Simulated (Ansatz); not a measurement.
System: BNH2, charge -1, doublet. BNH2- (parent SMILES B=N, doublet).
B3LYP-D3(BJ)/def2-TZVP minimum from Ansatz (a first-principles code):
```xyz
4

B      0.6158     0.4249     0.0306
N     -0.4956    -0.3290    -0.0241
H      1.7714     0.0102     0.0435
H     -1.3813     0.1686    -0.0274
```
Charge -1, spin multiplicity 2.

Total energies in aug-cc-pVTZ, 11 correlated electrons, 2 frozen orbitals. UHF or UKS for unpaired electrons; spin-orbit terms are left out. Correlated methods leave the cores frozen. No relativity. The spin of H2BN- (parent SMILES B=N, doublet) was assumed, and the state is the lowest solution found for it.

```
method    program  energy (Eh)  minus CCSDT(Q) (mEh)
--------  -------  -----------  --------------------
HF         Ansatz    -80.26958                355.44
MP2        Ansatz    -80.59351                 31.50
CCSD       Ansatz    -80.60603                 18.99
CCSD(T)    Ansatz    -80.62332                  1.70
CCSDT(Q)   Ansatz    -80.62502                  0.00
```

Rough core times of Ansatz's runs on a shared machine: CCSD(T) 2 min, CCSDT(Q) 2 h.
